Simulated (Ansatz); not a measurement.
Cost and result for the atomization energy of CH5BFNO (`BNC(O)F`) (10 atoms, 9 bonds).

| atom | x (Å) | y (Å) | z (Å) |
| --- | --- | --- | --- |
| B1 | -1.205 | 0.780 | 0.775 |
| N2 | -0.338 | 0.390 | -0.239 |
| C3 | 0.498 | -0.762 | -0.217 |
| O4 | 1.835 | -0.500 | -0.079 |
| F5 | 0.296 | -1.444 | -1.402 |
| H6 | -1.845 | 1.778 | 0.632 |
| H7 | -1.279 | 0.101 | 1.756 |
| H8 | -0.276 | 0.916 | -1.100 |
| H9 | 0.211 | -1.413 | 0.608 |
| H10 | 2.103 | 0.155 | -0.733 |

Total charge 0; spin multiplicity 1. The geometry is a stationary point of PBE0-D4/def2-TZVP. It is one conformer, not always the lowest. Program: Ansatz. All runs use 4 threads of an Arm Neoverse V2 on a shared host. Times are those of one run each, without the atoms' runs, and a repeat can differ threefold. Electronic energies, without spin–orbit coupling; frozen cores. CCSD(T)/CBS adds CCSD(T) − MP2 in def2-TZVPP to the MP2 limit, and its time is that of the two runs behind it. T1 = 0.013. B3LYP takes the VWN-RPA correlation (the form of Gaussian; ORCA's B3LYP/G).

CCSD(T)/CBS is a level of theory with its own doubt, some kJ/mol a heavy atom from the limit and from the frozen cores, so smaller differences don't rank the functionals.

| level | functions | wall time |
| --- | --- | --- |
| PBE-D4/def2-TZVPP (with forces) | 225 | 1.4 s |
| PBE0-D4/def2-TZVPP | 225 | 1.5 s |
| B3LYP-D4/def2-TZVPP (with forces) | 225 | 2.4 s |
| r2SCAN-D4/def2-TZVPP (with forces) | 225 | 2.6 s |
| B2PLYP/def2-TZVPP | 225 | 2.8 s |
| ωB97X-V/def2-TZVPP | 225 | 3.9 s |
| ωB97M-V/def2-TZVPP (with forces) | 225 | 6 s |
| MP2/def2-QZVPP | 435 | 11 s |
| CCSD(T)/def2-TZVPP | 225 | 72 s |
| CCSD(T)/CBS(def2) | – | 83 s |

(1) What atomization energy does each give, and how far from CCSD(T)/CBS? (Best estimate.)

Results:

(1) Ansatz gave: 
| level | atomization (kcal/mol) | difference from CCSD(T)/CBS | per bond |
| --- | --- | --- | --- |
| PBE-D4/def2-TZVPP (with forces) | 938.7 | 29.4 | 3.3 |
| PBE0-D4/def2-TZVPP | 914.0 | 4.7 | 0.5 |
| B3LYP-D4/def2-TZVPP (with forces) | 913.6 | 4.3 | 0.5 |
| r2SCAN-D4/def2-TZVPP (with forces) | 913.5 | 4.2 | 0.5 |
| B2PLYP/def2-TZVPP | 904.1 | -5.2 | -0.6 |
| ωB97X-V/def2-TZVPP | 914.7 | 5.4 | 0.6 |
| ωB97M-V/def2-TZVPP (with forces) | 916.8 | 7.5 | 0.8 |
| MP2/def2-QZVPP | 921.0 | 11.7 | 1.3 |
| CCSD(T)/def2-TZVPP | 884.4 | -24.9 | -2.8 |
| CCSD(T)/CBS(def2) | 909.3 | 0.0 | 0.0 |

In def2-TZVPP, CCSD(T) changes the Hartree–Fock value by +242.8 kcal/mol (the triples alone add +15.0 kcal/mol) and MP2 by +264.7 kcal/mol; breaking electron pairs costs correlation energy, which Hartree–Fock lacks. The D4 term adds +5.6 kcal/mol with B3LYP and +2.9 kcal/mol with PBE0; it sums over pairs of atoms, weighted by their polarisabilities, and B3LYP, whose exchange is more repulsive, gets the larger term. From PBE to PBE0 (25 % exact exchange), in def2-TZVPP and without D4, the atomization energy moves by −24.0 kcal/mol: exact exchange takes away binding that semilocal exchange gives to molecules.
